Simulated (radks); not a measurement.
Results of a calculation; reference values are marked as such.
Question: Valence configurations of the technetium ion Tc+ (all share [Kr]). Level of theory: scalar-relativistic Kohn-Sham, PBE, spin-polarised, spherical densities, finite nucleus; open shells are filled with parallel spins first (spin-orbit coupling, left out, can overturn this in heavy ions); Fermi nuclear charge, rms radius 4.4112 fm (a radial shooting solver on a logarithmic mesh with Libxc functionals). Order these by energy: 4d5.5 5s0.5; 4d4 5s2; 4d5 5s0.5 5p0.5; 4d5.5 5p0.5; 4d4 5p2; 4d5 5s1; 4d5 5p1; 4d6; 4d4 5s1 5p1; 4d4.5 5s1.5.

Answer: From the lowest, in eV above it: 4d5 5s1 0.000; 4d5.5 5s0.5 0.374; 4d6 0.793; 4d5 5s0.5 5p0.5 2.407; 4d5.5 5p0.5 2.664; 4d4.5 5s1.5 2.917; 4d5 5p1 4.838; 4d4 5s2 5.940; 4d4 5s1 5p1 9.128; 4d4 5p2 14.453. NIST lists [Kr] 4d5 5s1 as the ground configuration; this level of theory agrees among the configurations tried. The energies are those of spherical high-spin densities, not of single terms.
